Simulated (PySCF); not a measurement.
A calculated (B3LYP, PySCF 2.14, x2c-TZVPPall, the spin-free X2C one-electron Hamiltonian (Gaussian nucleus)) atom or ion has these occupied shells.

```csv
shell,electrons,orbital energy (eV),"rms radius, mean of both spins (bohr)"
1s α,1,-46668.5,0.0259
1s β,1,-46668.5,0.0259
2s α,1,-7655.9,0.105
2s β,1,-7655.8,0.105
2p α,3,-6840.3,0.0941
2p β,3,-6840.2,0.0941
3s α,1,-1694.0,0.272
3s β,1,-1692.1,0.272
3p α,3,-1437.0,0.272
3p β,3,-1435.0,0.272
3d α,5,-1083.2,0.250
3d β,5,-1081.5,0.250
4s α,1,-348.29,0.615
4s β,1,-343.39,0.615
4p α,3,-262.93,0.652
4p β,3,-257.88,0.652
4d α,5,-141.36,0.720
4d β,5,-135.81,0.720
5s α,1,-49.833,1.48
5s β,1,-47.327,1.48
5p α,3,-28.118,1.73
5p β,3,-26.052,1.73
4f α,5,-11.626,1.03
6s α,1,-4.482,4.39
6s β,1,-4.174,4.39
5d α,1,-4.004,3.05
```

**Question.** Name the element and its charge.

**Answer.** Sm (samarium, neutral), in [Xe] 4f5 5d1 6s2, one real determinant (an excited configuration).
